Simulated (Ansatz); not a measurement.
System: BeSiOH₄, charge 0, singlet. BeSiOH4 (SMILES [OH][Be][SiH3]).
B3LYP-D3(BJ)/def2-TZVP minimum from Ansatz (a first-principles code):
```
Be
O 1 1.4036
H 2 0.9522 1 138.26
Si 1 2.1761 3 166.12 2 -179.83
H 4 1.4878 1 112.10 3 171.52
H 4 1.4880 5 106.75 1 -123.19
H 4 1.4881 5 106.72 6 -113.75
```

Wanted: atomisation energy (electronic, to ground-state atoms), in kcal/mol. Open shells are spin-unrestricted; no spin-orbit coupling. Cores are frozen in correlated methods. No relativity. CBS(X,Y): correlation extrapolated as X^-3, Hartree-Fock from the larger set. A bracket is a step between two methods taken in the basis named. Double hybrids freeze cores in their MP2 part. For partners of very few electrons the exact lower level stands in for a higher one. The restricted determinant of Be ([Be], singlet) is unstable towards broken spin symmetry in at least one set run.

CCSD(T)/CBS(def2-TZVPP,def2-QZVPP) + [CCSDT(Q) - CCSD(T)]/def2-TZVPP (Ansatz) gives 522.1 kcal/mol.

Q: What does PBE/def2-TZVPD (Ansatz) give here, and how do the other levels compare?

A: PBE gives 521.2 kcal/mol, 0.9 kcal/mol below it. Differences of the others: r2SCAN/def2-TZVPD (Ansatz) 1.8; B3LYP/def2-TZVPD (Ansatz) -1.6; PBE0/def2-TZVPD (Ansatz) -7.9; wB97M-V/def2-TZVPD (Ansatz) -1.6; B2PLYP/def2-TZVPD (Ansatz) -7.2; CCSD(T)/CBS(def2-TZVPP,def2-QZVPP) (Ansatz) -0.3 kcal/mol.
